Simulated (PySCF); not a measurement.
# Electron correlation in Ar⁺ (argon, charge +1)

[Ne] 3s2 3p5, 2P determinant. Computed with PySCF 2.14 in aug-cc-pV(D+d)Z, with no relativity, point nucleus. Frozen: [Ne]; 7 electrons correlated.

MP2 pair energies summed by pair of shells (mhartree):

| pair | energy | share (%) |
| --- | --- | --- |
| 3p-3p | -85.28 | 69.3 |
| 3s-3p | -30.88 | 25.1 |
| 3s-3s | -6.97 | 5.7 |

Total MP2 correlation energy: -123.13 mhartree.

Same-spin part -31.22 and opposite-spin part -91.91 mhartree; SCS-MP2 scales them by 1/3 and 6/5 to -120.70 mhartree.

```
  level  correlation energy (mhartree)
   CCSD                        -143.17
    (T)                          -2.07
CCSD(T)                        -145.24
```

Diagnostics: T1 = 0.0058, D1 = 0.0207, largest double amplitude 0.047.

Cost of the coupled-cluster step: 0.26 s of wall time on 1 thread of Neoverse-V2 (shared host), for 7 correlated electrons.

Iterations:

```
CC2 = 0
CCSD nocc = (np.int64(4), np.int64(3)), nmo = (27, 27)
frozen orbitals [[0, 1, 2, 3, 4], [0, 1, 2, 3, 4]]
max_cycle = 100
direct = 0
conv_tol = 1e-08
conv_tol_normt = 1e-06
diis_space = 8
diis_start_cycle = 0
Init t2, MP2 energy = -0.123132437487772
Init E_corr(UCCSD) = -0.123132437496319
cycle = 1  E_corr(UCCSD) = -0.138941205383949  dE = -0.0158087679  norm(t1,t2) = 0.033868
cycle = 2  E_corr(UCCSD) = -0.141868927548578  dE = -0.00292772216  norm(t1,t2) = 0.0108922
cycle = 3  E_corr(UCCSD) = -0.143195923334932  dE = -0.00132699579  norm(t1,t2) = 0.00437306
cycle = 4  E_corr(UCCSD) = -0.14316350563377  dE = 3.24177012e-05  norm(t1,t2) = 0.000454785
cycle = 5  E_corr(UCCSD) = -0.14316482383957  dE = -1.3182058e-06  norm(t1,t2) = 9.79979e-05
cycle = 6  E_corr(UCCSD) = -0.143165390102291  dE = -5.66262722e-07  norm(t1,t2) = 2.3172e-05
cycle = 7  E_corr(UCCSD) = -0.143165303039091  dE = 8.70632004e-08  norm(t1,t2) = 6.37702e-06
cycle = 8  E_corr(UCCSD) = -0.143165313956425  dE = -1.0917334e-08  norm(t1,t2) = 1.38827e-06
cycle = 9  E_corr(UCCSD) = -0.143165307839161  dE = 6.11726439e-09  norm(t1,t2) = 2.73852e-07
UCCSD converged
E(UCCSD) = -526.4048716941727  E_corr = -0.1431653078391607
UCCSD(T) correction = -0.00207457773352244
```
